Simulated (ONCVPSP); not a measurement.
# Before and after: ONCV potential for Xe (Z = 54)

- Element: xenon
- Generator: ONCVPSP 4.0.1
- Type: optimised norm-conserving Vanderbilt (ONCV)
- Functional: BLYP
- Relativity: scalar-relativistic
- Frozen core: [Kr] 4d10
- Valence charge: 8
- Reference configuration: 5s2 5p6
- Partial waves: 5s: rc 1.40 bohr, ncon 4, nbas 7, qcut 4.3 1/bohr, 2 projectors, debl 2.1 Ha; 5p: rc 1.55 bohr, ncon 4, nbas 7, qcut 4.5 1/bohr, 2 projectors, debl 2.6 Ha
- Local potential: polynomial inside 1.05 bohr (lpopt 1, dvloc0 -1 Ha)
- Core correction: Teter function, fcfact 3.5, rcfact 1.25

Change: core correction Teter function, fcfact 3.2, rcfact 1.25.

Cutoffs: the cutoffs (Ha) at which the residual kinetic energy of the hardest occupied pseudo-wave falls to 1 and 0.1 mHa per electron; they do not see the model core or the augmentation charge, which bear on the density cutoff. Errors are all-electron minus pseudo energies relative to the spin-unpolarised reference configuration.

How do hardness, ghosts and transferability respond?

The potential gets neither clearly harder nor softer (58 Ha and 72 Ha → 58 Ha and 72 Ha); both files keep a bound ghost (p, s); of the 4 tests that both files solve, the error grows in 0 and shrinks in 3 by more than 15 % and 0.3 meV (median size 5.5 → 3.6 meV). A model core, the more so a compact one, raises the density cutoff, which this test does not measure.

| quantity | base | changed |
| --- | --- | --- |
| cutoff, loose | 58 Ha | 58 Ha |
| cutoff, tight | 72 Ha | 72 Ha |
| bound ghosts | s, p | s, p |
| GHOST(+) flags under 300 eV | p at 103.0 eV | p at 103.0 eV |
| error for 5s2 5p5, meV [ΔE 12.35 eV] | -2.5 | -2.3 |
| error for 5s2 5p4, meV [ΔE 33.92 eV] | -5.2 | -3.9 |
| error for 5s2 5p3, meV [ΔE 65.49 eV] | -7.6 | -3.4 |
| error for 5s2 5p2, meV [ΔE 107.71 eV] | -5.8 | +4.8 |
| s: phases at 1.42 bohr within 0.05 rad from the reference energy up to (Ha; the scan ends near 5) | to the end of the scan | to the end of the scan |
| p: phases at 1.57 bohr within 0.05 rad from the reference energy up to (Ha; the scan ends near 5) | 3.7 | 3.7 |
| rms error of d²Exc/dni dnj with the model core, mHa | 2.66 | 2.84 |

 A true bound ghost makes a file unfit for plane-wave use even where its test errors are small: the radial tests pick states by their node count and pass the ghost by.
